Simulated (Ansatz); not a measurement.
Cost and result for the atomization energy of `FC(Cl)=C=C[SiH3]` (10 atoms, 9 bonds).

Cartesian coordinates in Å:
```
F -1.001 0.987 -2.726
C -0.163 0.141 -2.130
Cl 1.144 -0.318 -3.133
C -0.336 -0.292 -0.918
C -0.457 -0.688 0.315
Si 0.312 0.262 1.734
H -1.025 -1.596 0.523
H -0.755 0.687 2.678
H 1.257 -0.625 2.463
H 1.025 1.443 1.194
```

The species carries charge 0 and has multiplicity 1. Geometry: relaxed with PBE0-D4/def2-TZVP. Program: Ansatz. All runs use 4 threads of an AMD EPYC 9R45 on a shared host. Times are those of one run each, without the atoms' runs, and a repeat can differ threefold. Electronic energies, without spin–orbit coupling; frozen cores. CCSD(T)/CBS adds CCSD(T) − MP2 in def2-TZVPP to the MP2 limit, and its time is that of the two runs behind it. T1 = 0.013; the RHF reference is unstable towards UHF. B3LYP takes the VWN-RPA correlation (the form of Gaussian; ORCA's B3LYP/G).

CCSD(T)/CBS is a level of theory with its own doubt, some kJ/mol a heavy atom from the limit and from the frozen cores, so smaller differences don't rank the functionals.

```json
{"level": "PBE-D4/def2-TZVPP (with forces)", "functions": "264", "wall time": "1 s"}
{"level": "PBE0-D4/def2-TZVPP", "functions": "264", "wall time": "1.2 s"}
{"level": "r2SCAN-D4/def2-TZVPP (with forces)", "functions": "264", "wall time": "1.6 s"}
{"level": "B3LYP-D4/def2-TZVPP (with forces)", "functions": "264", "wall time": "1.9 s"}
{"level": "B2PLYP/def2-TZVPP", "functions": "264", "wall time": "2.3 s"}
{"level": "ωB97X-V/def2-TZVPP", "functions": "264", "wall time": "2.8 s"}
{"level": "ωB97M-V/def2-TZVPP (with forces)", "functions": "264", "wall time": "4 s"}
{"level": "MP2/def2-QZVPP", "functions": "488", "wall time": "9 s"}
{"level": "CCSD(T)/def2-TZVPP", "functions": "264", "wall time": "58 s"}
{"level": "CCSD(T)/CBS(def2)", "functions": "–", "wall time": "67 s"}
```

(1) What atomization energy does each give, and how far from CCSD(T)/CBS? (Best estimate.)

Results:

(1) The calculation gave: 
| level | atomization (kcal/mol) | difference from CCSD(T)/CBS | per bond |
| --- | --- | --- | --- |
| PBE-D4/def2-TZVPP (with forces) | 929.3 | 35.9 | 4.0 |
| PBE0-D4/def2-TZVPP | 904.8 | 11.4 | 1.3 |
| r2SCAN-D4/def2-TZVPP (with forces) | 903.8 | 10.4 | 1.2 |
| B3LYP-D4/def2-TZVPP (with forces) | 896.2 | 2.8 | 0.3 |
| B2PLYP/def2-TZVPP | 886.1 | -7.3 | -0.8 |
| ωB97X-V/def2-TZVPP | 898.5 | 5.1 | 0.6 |
| ωB97M-V/def2-TZVPP (with forces) | 899.5 | 6.1 | 0.7 |
| MP2/def2-QZVPP | 907.0 | 13.6 | 1.5 |
| CCSD(T)/def2-TZVPP | 868.6 | -24.8 | -2.8 |
| CCSD(T)/CBS(def2) | 893.4 | 0.0 | 0.0 |

In def2-TZVPP, CCSD(T) changes the Hartree–Fock value by +233.5 kcal/mol (the triples alone add +18.8 kcal/mol) and MP2 by +257.2 kcal/mol; breaking electron pairs costs correlation energy, which Hartree–Fock lacks. From PBE to PBE0 (25 % exact exchange), in def2-TZVPP and without D4, the atomization energy moves by −23.8 kcal/mol: exact exchange takes away binding that semilocal exchange gives to molecules. The D4 term adds +8.8 kcal/mol with B3LYP and +4.7 kcal/mol with PBE0; it sums over pairs of atoms, weighted by their polarisabilities, and B3LYP, whose exchange is more repulsive, gets the larger term.
